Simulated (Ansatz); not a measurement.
One change: `B[NH][GeH]([CH3])[F]` becomes `[CH3][GeH]([F])[SeH]`.

Ansatz, PBE0-D4/def2-TZVP geometries, multiplicity 1. Each molecule was computed in one conformer, which needn't be the lowest.

Scalar relativity is left out up to krypton.

```tsv
property	`B[NH][GeH]([CH3])[F]`
LUMO energy (PBE0/def2-TZVPP) / eV	-0.16
HOMO–LUMO gap (PBE/def2-TZVPP) / eV	6.20
size of the dipole moment (ωB97M-V/def2-TZVPP) / D	2.79
LUMO energy (PBE/def2-TZVPP) / eV	-1.14
HOMO energy (ωB97M-V/def2-TZVPP) / eV	-11.00
size of the dipole moment (PBE/def2-TZVPP) / D	2.78
```

**Question.** Give the same properties after the change, and the shifts. (An estimate is asked.)

**Answer.** Ansatz gave: 
| property | `[CH3][GeH]([F])[SeH]` | shift |
| --- | --- | --- |
| LUMO energy (PBE0/def2-TZVPP) / eV | -0.16 | 0.00 |
| HOMO–LUMO gap (PBE/def2-TZVPP) / eV | 5.05 | -1.15 |
| size of the dipole moment (ωB97M-V/def2-TZVPP) / D | 2.53 | -0.26 |
| LUMO energy (PBE/def2-TZVPP) / eV | -1.08 | 0.06 |
| HOMO energy (ωB97M-V/def2-TZVPP) / eV | -9.48 | 1.52 |
| size of the dipole moment (PBE/def2-TZVPP) / D | 2.43 | -0.35 |

The zero-point energy changes by -79.6 kJ/mol with -9 modes. Dipoles are sizes alone; their direction can turn.

Spin–orbit coupling is left out; it splits and shifts lone-pair levels of the heavy atoms by tenths of an eV.
